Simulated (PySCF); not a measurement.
## C₆ coefficients of unlike pairs at BLYP

Calculated with PySCF 2.14 from the dipole response of each species, C₆(A,B) = (3/π) ∫ α_A(iu) α_B(iu) du, in atomic units, from isotropic polarisabilities. For ions this is the dispersion term alone; charge-induced terms of lower order in 1/R come first.

```csv
species,configuration,basis,relativity,α (bohr³),C₆ (like pair)
O,[He] 2s2 2p4 (3P),"aug-cc-pVTZ with one added diffuse shell each of s, p, d, f type (6s5p4d3f)",none,6.046,18.26
S,[Ne] 3s2 3p4 (3P),aug-cc-pVDZ-DK (5s4p2d),spin-free X2C,19.05,132.2
Al²⁺,[Ne] 3s1 (2S),"aug-cc-pCVTZ-DK with one added diffuse shell each of s, p, d, f type (9s8p6d4f)",spin-free X2C,12.31,31.50
```

Problem. Estimate C₆ for Al²⁺ with O.

Solution. The integral gives 21.88. The combination rule 2 C_A C_B / (C_A α_B/α_A + C_B α_A/α_B) gives 21.85 and the geometric mean 23.98.

No spin-orbit coupling is included.

The other pairs:

```tsv
pair	C₆
S, O	48.27
Al²⁺, S	62.12
```
